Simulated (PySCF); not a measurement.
BH₃N, SMILES [BH]N, multiplicity 2.

Geometry optimised at PBE0-D3(BJ)/def2-TZVP. The isomer is the one that the SMILES or the coordinates give; other isomers of the formula were not compared.

Computed with TDA-PBE/def2-TZVPD (PySCF).

Vertical excitations. Gas-phase values at a fixed geometry.

Computed UV-visible absorptions:
```csv
state,energy (eV),λ (nm),f,main pairs
root 1,3.09,401,0.013,α HOMO→LUMO 99 %
root 2,3.67,338,0.008,α HOMO→LUMO+1 100 %
root 3,4.85,256,0.048,α HOMO→LUMO+2 99 %
root 4,5.05,246,0.036,α HOMO→LUMO+3 99 %
root 5,5.65,219,0.009,β HOMO→LUMO 98 %
root 6,6.02,206,0.002,"α HOMO−1→LUMO 58 %, β HOMO→LUMO+1 40 %"
root 7,6.29,197,0.042,α HOMO→LUMO+4 98 %
root 8,6.47,192,0.004,α HOMO→LUMO+5 97 %
root 9,6.66,186,0.018,α HOMO→LUMO+6 93 %
root 10,6.76,183,0.030,α HOMO→LUMO+7 93 %
```
Unrestricted roots are not spin-pure.
